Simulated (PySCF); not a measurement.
## Correlation energy of K²⁺ (potassium, charge +2)

[Ne] 3s2 3p5, 2P determinant. All numbers are calculated (PySCF 2.14, scalar relativity by spin-free X2C-1e, in aug-cc-pVDZ-X2C). Frozen: [Ne] 3s2; 5 electrons correlated.

Total MP2 correlation energy: -2.03 mhartree.

Same-spin part -0.64 and opposite-spin part -1.39 mhartree; SCS-MP2 scales them by 1/3 and 6/5 to -1.88 mhartree.

| level | correlation energy (mhartree) |
| --- | --- |
| CCSD | -2.13 |
| (T) | 0.00 |
| CCSD(T) | -2.13 |

Diagnostics: T1 = 0.00044, D1 = 0.0007, largest double amplitude 0.006.

Cost of the coupled-cluster step: 0.41 s of wall time on 1 thread of Neoverse-V1 (shared host), for 5 correlated electrons.

Iterations:

```
CC2 = 0
CCSD nocc = (np.int64(3), np.int64(2)), nmo = (30, 30)
frozen orbitals [[0, 1, 2, 3, 4, 5], [0, 1, 2, 3, 4, 5]]
max_cycle = 100
direct = 0
conv_tol = 1e-08
conv_tol_normt = 1e-06
diis_space = 8
diis_start_cycle = 0
Init t2, MP2 energy = -0.00203155499115379
Init E_corr(UCCSD) = -0.00203155499121835
cycle = 1  E_corr(UCCSD) = -0.00212088709784508  dE = -8.93321066e-05  norm(t1,t2) = 0.00215444
cycle = 2  E_corr(UCCSD) = -0.00213137600637581  dE = -1.04889085e-05  norm(t1,t2) = 0.000529535
cycle = 3  E_corr(UCCSD) = -0.00213424963539911  dE = -2.87362902e-06  norm(t1,t2) = 0.000195965
cycle = 4  E_corr(UCCSD) = -0.00213416728103552  dE = 8.23543636e-08  norm(t1,t2) = 2.04173e-05
cycle = 5  E_corr(UCCSD) = -0.00213417517432088  dE = -7.89328536e-09  norm(t1,t2) = 2.92048e-06
cycle = 6  E_corr(UCCSD) = -0.00213417711922203  dE = -1.94490115e-09  norm(t1,t2) = 5.33433e-07
UCCSD converged
E(UCCSD) = -600.1527453054827  E_corr = -0.002134177119222028
UCCSD(T) correction = -3.87193448378695e-06
```
